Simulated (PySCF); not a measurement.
HClOPb (SMILES [OH][Pb][Cl]), singlet, geometry from GFN2-xTB (such geometries of metal compounds can be far from the true shape) (core potentials on Pb). Base run: PySCF with CAMB3LYP/def2-SVP, polarisability.

The PySCF input:
```python
from pyscf import gto, scf, dft
from pyscf.prop import polarizability

mol = gto.M(
    atom='''
Pb   -0.011427   -0.166387    0.369869
Cl    0.484150    1.664069   -1.223378
O    -0.774196   -1.529718   -1.078538
H    -1.099926   -2.407710   -0.903527
''',
    basis='def2-svp',
    ecp={'Pb': 'def2-svp'},
    charge=0,
    spin=0,
    verbose=4,
)

mf = dft.RKS(mol)
mf.xc = 'camb3lyp'
mf.kernel()
alpha = mf.Polarizability().polarizability()[2, 2]
print('alpha_zz =', alpha)
```

The base run was repeated with changes; each row names its change, and settings that it needs were set with it.

| change | alpha_zz (bohr³) | basis functions | core-seconds (rough) |
|---|---|---|---|
| base | 49.11 | 63 | 9 |
| finite field (a.u.) = 0.02; conv_tol = 1e-11 | 49.19 | 63 | 10 |
| finite field (a.u.) = 0.05; conv_tol = 1e-11 | 49.61 | 63 | 10 |
| functional = lda,vwn | 51.68 | 63 | 3 |
| finite field (a.u.) = 0.001; conv_tol = 1e-6 | 49.09 | 63 | 7 |
| functional = pbe0 | 50.09 | 63 | 5 |
| finite field (a.u.) = 0.001; conv_tol = 1e-11 | 49.11 | 63 | 10 |
| finite field (a.u.) = 2e-4; conv_tol = 1e-11 | 49.11 | 63 | 10 |
| functional = pbe | … | 63 | 5 |
| finite field (a.u.) = 2e-4; conv_tol = 1e-6 | 48.40 | 63 | 6 |
| basis = def2-TZVP | 57.03 | 124 | 40 |
| functional = hf | 46.44 | 63 | 0.6 |

Problem. What belongs in the gaps?

Solution. 
- functional = pbe, alpha_zz (bohr³): 51.97

Finite-field rows take the second difference of the energy in a field along z; a small field with loose convergence shows SCF noise divided by the square of the field, and a large one adds hyperpolarisability.
